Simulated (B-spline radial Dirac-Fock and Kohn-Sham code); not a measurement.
# Zr³⁺: scattering cross sections and density moments

System: Zr³⁺ in the configuration [Kr] 4d1, inside a Watson sphere of charge -3 and radius 2.4 Å (a model of the Madelung potential; inside it an electron's potential energy is raised by 18.0 eV).

Input of the calculation (task.json; shells as n, l, electrons):

```json
{"items": [{
  "Z": 40,
  "q": 3,
  "cfg": [[1, 0, 2], [2, 0, 2], [2, 1, 6], [3, 0, 2], [3, 1, 6], [3, 2, 10], [4, 0, 2], [4, 1, 6], [4, 2, 1]],
  "A": 90,
  "rrms": 4.2694,
  "watson": [-3, 2.4],
  "do": ["scatter"],
  "s": [0.0, 0.08, 0.09, 0.11, 0.13, 0.15, 0.18, 0.21, 0.24, 0.28, 0.33, 0.39, 0.45, 0.53, 0.62, 0.73, 0.85, 1.0, 1.17, 1.37, 1.61, 1.88, 2.21],
  "pz": [0, 0.1, 0.14, 0.2, 0.29, 0.41, 0.58, 0.82, 1.2, 1.7, 2.4, 3.3, 4.8, 6.7, 9.6, 14.0, 19.0, 27.0, 39.0, 55.0, 79.0],
  "hv_scatter": [1000, 5000, 10000, 20000, 50000, 100000, 500000, 1000000]
}]}
```

Command: `python xray_run.py task.json out`

Level of theory: configuration-average Dirac-Fock orbitals; a radial finite-basis atomic code.

```
Sum of ⟨r⟩                          : 21.77 bohr
Sum of ⟨r²⟩                         : 24.29 bohr²
Sum of ⟨1/r⟩                        : 216.08 per bohr
Langevin diamagnetic susceptibility : -19.2 × 10⁻⁶ cm³/mol
Lamb shielding (α²/3)Σ⟨1/r⟩         : 3835 ppm
```

Coherent scattering is the Thomson cross section weighted by f₀², without anomalous dispersion; incoherent scattering is Klein-Nishina weighted by S. The Lamb formula is the non-relativistic shielding expression. Electron correlation is left out.

```
hν (keV)  coherent (b)  incoherent (b)  incoherent per electron (b)
       1         883.2          0.4023                       0.0109
       5         559.9           4.640                        0.125
      10         323.4           8.554                        0.231
      20         139.1           12.85                        0.347
      50         35.65           16.62                        0.449
     100         10.83           16.52                        0.446
     500        0.5243           10.58                        0.286
    1000        0.1334           7.783                        0.210
```

Incoherent scattering overtakes coherent scattering between 50 and 100 keV.
